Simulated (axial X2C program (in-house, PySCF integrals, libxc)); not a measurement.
**Which molecule has these constants?**

All values come from calculations with an axial X2C code built on PySCF integrals, spin-free (one-electron X2C) or two-component (2c: spin–orbit coupling with atomic mean-field Coulomb and Gaunt terms, which also bring small scalar terms), in Dyall basis sets with cores contracted in-house; open shells are unrestricted.

A two-component PBE0 calculation in a Dyall 3-zeta basis gave Re = 2.058 Å, ωe = 476.1 cm⁻¹, De = 1.43 eV, dipole magnitude 0.91 D, Ω = 1/2.

Which molecule is it?
A. BeCu
B. CaCu
C. MgCu

A. The others have CaCu 2.694 Å and 190.1 cm⁻¹ (Ω = 1/2); MgCu 2.475 Å and 239.5 cm⁻¹ (Ω = 1/2).

Each entry is the lowest single determinant of a limited PBE0 search at one distance. De goes to single-determinant-based atoms at the same level (for ions the charge split of lowest energy) and is withheld (n/a) where an atom does not fit its ground term or J level. Main or longest-lived isotopes.
